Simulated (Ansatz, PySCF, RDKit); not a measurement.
Complex: HF (SMILES F) (first 2 atoms) with AsH3 (SMILES [AsH3]); geometry from B3LYP-D3(BJ)/def2-TZVP, rigid monomers moved along the line of their centres of mass till H2···As3 is 2.75 Å.
(charge 0, multiplicity 1):
```xyz
6

F      0.83298    -0.55985    -0.25489
H      0.55078    -0.32186     0.60610
As    -0.27387     0.37503     3.14003
H      0.51667    -0.00118     4.37984
H     -1.60295    -0.08047     3.71426
H     -0.46090     1.82067     3.56293
```

Interaction energies are E(AB) − E(A) − E(B) at the monomers' geometry in the complex; basis-set methods are counterpoise corrected. Rows marked so take none. RDKit's UFF carries no charges.

Rows in 6-31G* carry no dispersion term and start afresh at each structure (6-31G* with six Cartesian d functions); the Pople sets are all-electron and without relativity.

Programs: Ansatz (an electronic-structure program) with Gaussian orbitals; PySCF for 6-31G* rows; RDKit for the force fields. Values without a source in brackets are computed.

Problem. What interaction energy does UFF give?

Solution. 0.9 kcal/mol

Problem. Give the interaction energy at the level B3LYP/6-31G* (no counterpoise).

Solution. -3.8 kcal/mol

Problem. Estimate the interaction energy that HF/aug-cc-pVTZ returns for this input.

Solution. -3.0 kcal/mol
